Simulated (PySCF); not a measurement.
## Electron correlation in Pd²⁺ (palladium, charge +2)

[Kr] 4d8, high-spin 3F determinant. Computed with PySCF 2.14 in def2-TZVPPD with the def2 core potential (28 electrons), with a scalar-relativistic core potential. Frozen: nothing; 16 electrons correlated.

```
  level  correlation energy (mhartree)
   CCSD                        -481.36
    (T)                         -10.21
CCSD(T)                        -491.57
```

Diagnostics: T1 = 0.0044, D1 = 0.0080, largest double amplitude 0.022.

Cost of the coupled-cluster step: of the order of 16 core-seconds, for 16 correlated electrons.

The basis has no tight functions for the innermost shells, so their pair energies are far from complete.

This basis was not built for core-valence correlation, so the inner-shell part is incomplete.
